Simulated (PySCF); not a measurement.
A side-by-side comparison of computed properties.

First species: C₅H₉NSi.
SMILES: `N#C[SiH]1CCCC1`

Second species: C₅H₉NSi.
Numbering: `[CH:1]#[C:2][C@@H:3]1[CH2:4][C@@H:5]1[SiH2:6][NH2:7]` (hydrogens: H8 on C1; H9 on C3; H10, H11 on C4; H12 on C5; H13, H14 on Si6; H15, H16 on N7)

Levels: wB97X-D/def2-SVPD for HOMO energy, LUMO energy, HOMO–LUMO gap and static isotropic polarisability; TDDFT wB97X-D/def2-SVPD for lowest singlet excitation; TDA wB97X-D/def2-SVPD for lowest triplet excitation (Tamm–Dancoff); ΔSCF wB97X-D/def2-SVPD for vertical ionisation energy. Geometries: PBE0-D3(BJ)/def2-SVP. Each species is one conformer at its optimised geometry, gas phase, non-relativistic unless stated. Electronic properties by PySCF.

Dipoles, sizes and rotational constants follow the conformer. The torsions of the flexible species, by atom-mapped SMILES:
- `[CH:1]#[C:2][C@@H:3]1[CH2:4][C@@H:5]1[SiH2:6][NH2:7]`: C4–C5–Si6–N7 -137°, H–N7–Si6–C5 -163°, H–N7–Si6–C5 60°

The conformers of `N#C[SiH]1CCCC1` aren't listed.

| property | column X | column Y |
| --- | --- | --- |
| HOMO energy | -10.44 eV | -9.16 eV |
| LUMO energy | 1.31 eV | 2.05 eV |
| HOMO–LUMO gap | 11.75 eV | 11.21 eV |
| lowest singlet excitation | 6.93 eV | 6.19 eV |
| lowest triplet excitation (Tamm–Dancoff) | 5.84 eV | 5.28 eV |
| static isotropic polarisability | 84.7 au | 89.3 au |
| vertical ionisation energy | 10.61 eV | 9.33 eV |

Which column belongs to which species?

Column X is the first species and column Y the second. The first has 16 atoms and 60 electrons, the second 16 and 60.

How does each property change from the first species to the second?

HOMO energy +1.28 eV; LUMO energy +0.74 eV; HOMO–LUMO gap -0.54 eV; lowest singlet excitation -0.74 eV; lowest triplet excitation (Tamm–Dancoff) -0.56 eV; static isotropic polarisability +4.6 au; vertical ionisation energy -1.28 eV.

On the first: S1 lies 4.82 eV below the HOMO–LUMO gap; its leading configuration is HOMO→LUMO+1, weight 0.24, beside HOMO−1→LUMO, weight 0.22. The polarisability is 12.55 Å³ as a volume (1 au = 0.148185 Å³), or 1.41 au for each of the 60 electrons.

On the second: S1 lies 5.02 eV below the HOMO–LUMO gap; its leading configuration is HOMO→LUMO+1, weight 0.38. No computed singlet falls in the visible range (750 to 380 nm, 1.65 to 3.26 eV); S1 lies 2.93 eV above its blue end.
